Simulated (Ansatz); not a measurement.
System: sum formula GaBrCl2, net charge 0, singlet state. SMILES: [Cl][Ga]([Br])[Cl]
Coordinates optimised at B3LYP-D3(BJ)/def2-TZVP (Ansatz, an electronic-structure program):
```
Ga
Cl 1 2.1305
Cl 1 2.1305 2 119.16
Br 1 2.2715 2 120.42 3 -180.00
```

Wanted: atomisation energy (electronic, to ground-state atoms), in kcal/mol. Correlated levels leave the core frozen unless marked. Open shells are spin-unrestricted. Spin-orbit coupling is left out. The frozen core is the preceding noble-gas configuration, with the filled d and f shells of earlier blocks. No relativistic terms. The coupled-cluster limit lacks core correlation, which all-electron functionals hold. Basis-set limits of correlation are two-point, X^-3; Hartree-Fock from the larger set.

```tsv
level	program	atomisation energy (kcal/mol)
HF/6-31G	Ansatz	154.4
HF/def2-QZVPP	Ansatz	189.3
PBE/def2-TZVPD	Ansatz	251.8
PBE-D4/def2-TZVPD	Ansatz + dftd4	255.5
revPBE-D3(BJ)/def2-TZVPD	Ansatz + dftd3	244.6
B3LYP-D3(BJ)/def2-TZVPD	Ansatz + dftd3	241.7
B3LYP/def2-TZVPD	Ansatz	235.8
```

### Question
What does CCSD(T)/CBS(def2-TZVPPD,def2-QZVPPD) (Ansatz) give?

### Answer
256.8 kcal/mol
